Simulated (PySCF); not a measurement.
Electron correlation in Ag⁻ (silver, charge -1)

Starting occupation: [Kr] 4d10 5s2. All numbers are calculated (PySCF 2.14, X2C-1e with screened-nucleus spin-orbit coupling, Gaussian nucleus, in x2c-SVPall-2c with one added diffuse shell each of s, p, d type (7s9p7d1f, 76 functions)). Frozen: [Ar] 3d10; 20 electrons correlated; the 6 highest virtual spinors left out.

MP2 pair energies summed by pair of shells (mhartree):

| pair | energy | share (%) |
| --- | --- | --- |
| 4d3/2-4d5/2 | -134.82 | 27.0 |
| 4d5/2-4d5/2 | -95.93 | 19.2 |
| 4d5/2-4p3/2 | -45.73 | 9.2 |
| 4d3/2-4d3/2 | -41.83 | 8.4 |
| 4d3/2-4p3/2 | -31.20 | 6.2 |
| 4d5/2-4p1/2 | -22.66 | 4.5 |
| 4d5/2-5s1/2 | -18.75 | 3.8 |
| 4p3/2-4p3/2 | -16.89 | 3.4 |
| 5s1/2-5s1/2 | -16.26 | 3.3 |
| 4p1/2-4p3/2 | -15.99 | 3.2 |
| 4d3/2-4p1/2 | -14.81 | 3.0 |
| 4d3/2-5s1/2 | -12.28 | 2.5 |
| 4d5/2-4s1/2 | -7.61 | 1.5 |
| 4p3/2-4s1/2 | -6.56 | 1.3 |
| 4d3/2-4s1/2 | -5.09 | 1.0 |
| 4p1/2-4p1/2 | -4.37 | 0.9 |
| 4p1/2-4s1/2 | -3.27 | 0.7 |
| 4s1/2-4s1/2 | -2.35 | 0.5 |
| 4p3/2-5s1/2 | -1.85 | 0.4 |
| 4p1/2-5s1/2 | -0.83 | 0.2 |
| 4s1/2-5s1/2 | -0.18 | 0.0 |

Total MP2 correlation energy: -499.28 mhartree.

This basis was not built for core-valence correlation, so the inner-shell part is incomplete.
